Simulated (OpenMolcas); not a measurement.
# Lines of Se⁺: computed and rescaled rates

```
Program             : OpenMolcas
Method              : RASSCF
Basis               : ANO-RCC-VQZP [7s6p4d2f1g]
Scalar Hamiltonian  : DKH2, point nucleus
Active space        : 3 electrons in 9 orbitals (RAS2 4p; RAS3 4d 5s, at most 1 electron)
State averaging     : 2S+1 = 4 odd, 1 root; 2S+1 = 2 odd, 8 roots; 2S+1 = 4 even, 18 roots; 2S+1 = 2 even, 54 roots
Spin-orbit coupling : state interaction with AMFI integrals over the reference wave functions, term energies averaged over their components
```

Rates come from the transition moments of the reference wave functions (E1 and E2 in the length form). At fixed line strength A goes as λ^-3 for E1 and M1 and as λ^-5 for E2, so a rate at the computed wavelength can be rescaled to the measured one. Measured vacuum wavelengths follow from level energies in NIST Handbook of Basic Atomic Spectroscopic Data. Branching counts decays inside the model space alone, at computed energies, and the table is only a selection of the E2 and M1 lines, drawn from those between levels with measured partners whose computed energy lies within a factor of 1.5 of the measured one.

```tsv
Upper	Lower	Type	λ computed (nm)	λ measured (nm)	A computed (s-1)	A rescaled (s-1)	Branching %
4s2 4p3 2P* 3/2	4s2 4p3 4S* 3/2	M1	332.2	418.5	5.00e+00		57.2
4s2 4p3 2P* 1/2	4s2 4p3 4S* 3/2	M1	338.2	434.1	2.14e+00		53.1
4s2 4p3 2P* 3/2	4s2 4p3 2D* 3/2	M1	793.1	932.3	1.81e+00		20.7
4s2 4p3 2P* 1/2	4s2 4p3 2D* 3/2	M1	828.1	1013	9.96e-01		24.7
4s2 4p3 2P* 3/2	4s2 4p3 2D* 5/2	M1	818.9	989.1	9.37e-01		10.7
4s2 4p3 2P* 3/2	4s2 4p3 2D* 5/2	E2	818.9	989.1	6.90e-01	2.68e-01	7.9
4s2 4p3 2P* 1/2	4s2 4p3 2D* 3/2	E2	828.1	1013	5.62e-01	2.05e-01	14.0
4s2 4p3 2P* 1/2	4s2 4p3 2D* 5/2	E2	856.3	1081	3.27e-01	1.02e-01	8.1
4s2 4p3 2P* 3/2	4s2 4p3 2D* 3/2	E2	793.1	932.3	3.14e-01	1.40e-01	3.6
4s2 4p3 2D* 3/2	4s2 4p3 4S* 3/2	M1	571.7	759.4	1.73e-01		95.3
4s2 4p3 2D* 5/2	4s2 4p3 4S* 3/2	E2	559	725.5	1.47e-02		74.6
4s2 4p3 2D* 3/2	4s2 4p3 4S* 3/2	E2	571.7	759.4	8.56e-03		4.7
4s2 4p3 2D* 5/2	4s2 4p3 4S* 3/2	M1	559	725.5	4.34e-03		22.0
```

Spin-changing lines and M1 lines between different terms are not rescaled, since their strength hangs on the term gaps too.

The largest correction is for 4s2 4p3 2P* 1/2 → 4s2 4p3 2D* 5/2 (E2): 3.27e-01 × (856.3 / 1081)^5 = 1.02e-01 s-1, a factor of 0.31.

No measured rate stands beside these. Rescaling mends the energy factor alone: line strengths can still be far off where a level mixes with configurations outside the active space, and weak or spin-changing lines hang on small mixing coefficients that depend on the term gaps too, so rescaling need not improve them.

Without dynamic correlation excited terms often stand tens of per cent too high (terms of higher spin than the ground term too low), and those without a measured partner can miss by more than the paired ones. With the s shell closed, the reference lacks s² → p² mixing. Computed and measured levels are paired by configuration, term and J; levels that our copy of the source lacks, or whose pairing is in doubt (as where it misses far off the trend of its configuration), stay unpaired. Only configurations of the active space appear.

* marks odd parity.
